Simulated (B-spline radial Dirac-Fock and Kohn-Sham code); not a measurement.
Satellites and hypersatellites of the K lines of Rb

System: the Rb atom, configuration [Kr] 5p1 (not the ground configuration).

Method: Dirac-Fock (average of configuration) total-energy differences with a finite nucleus, the Breit interaction including its frequency dependence, and self-energy and vacuum-polarisation corrections. Computed with a radial finite-basis atomic code. Each two-hole energy is an average over J within one jj subconfiguration, not an observable level; in light atoms, where LS coupling holds, the j-resolved values are not observed lines, and for a K spectator the Kα1 hypersatellite is nearly forbidden. Electron correlation is not included.

Lines without a spectator: Kα2 (K-L2) 13333.9 eV, Kα1 (K-L3) 13393.7 eV, Kβ3 (K-M2) 14948.1 eV, Kβ1 (K-M3) 14957.4 eV. Shifts in eV with one spectator hole (a dash: not computed, or left out as unreliable):

```tsv
spectator hole	Kα2	Kα1	Kβ3	Kβ1
K (1s)	+403.0	+409.7	+508.1	+509.4
L2 (2p1/2)	+40.5	+50.1	–	+109.7
L3 (2p3/2)	+43.5	+42.4	+102.5	–
M2 (3p1/2)	–	+4.09	+9.73	+12.37
M3 (3p3/2)	+3.35	–	+11.12	+10.56
M4 (3d3/2)	-0.33	-1.90	–	–
M5 (3d5/2)	-2.08	-1.04	–	–
```
